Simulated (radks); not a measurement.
The numbers below are computed, except where a source is named.
Fractional charge and spin in the 3p shell of nickel: the spin-up occupation runs from 2 to 3 and the spin-down occupation from 2 to 3; the fullest corner is Ni+, [Ne] 3s2 3d(up 4.5, down 4.5) 3p(up 3, down 3). Code: a radial shooting solver on a logarithmic mesh with Libxc functionals. Model: scalar-relativistic Kohn-Sham, PBE, spin-polarised, spherical densities, finite nucleus; Fermi nuclear charge, rms radius of each element as measured or else 0.836 A^(1/3) + 0.57 fm. Energy (eV) above the fullest corner. The planes named below are the two flat planes that join the four corners, with an edge along up + down = one added electron.

\begin{tabular}{lrrr}
down \ up & 2 & 2.5 & 3 \\ \hline
2 & 185.456 & 131.657 & 82.808 \\
2.5 & 131.657 & 83.185 & 39.317 \\
3 & 82.808 & 39.317 & 0.000 \\
\end{tabular}

Corners above the fullest one (they belong to Ni2+ and the next ion): (up 3, down 2) 82.808 eV, (up 2, down 3) 82.808 eV, (up 2, down 2) 185.46 eV. With half an added electron in each spin the energy lies 0.377 eV from the planes, and with half an added electron in spin up alone -2.476 eV. The planes are only a guide here: the flat-plane condition holds for ground states with one frontier orbital, while this shell lies below other occupied shells, so the corners above the fullest one are inner-hole states and not the ground states of those ions.
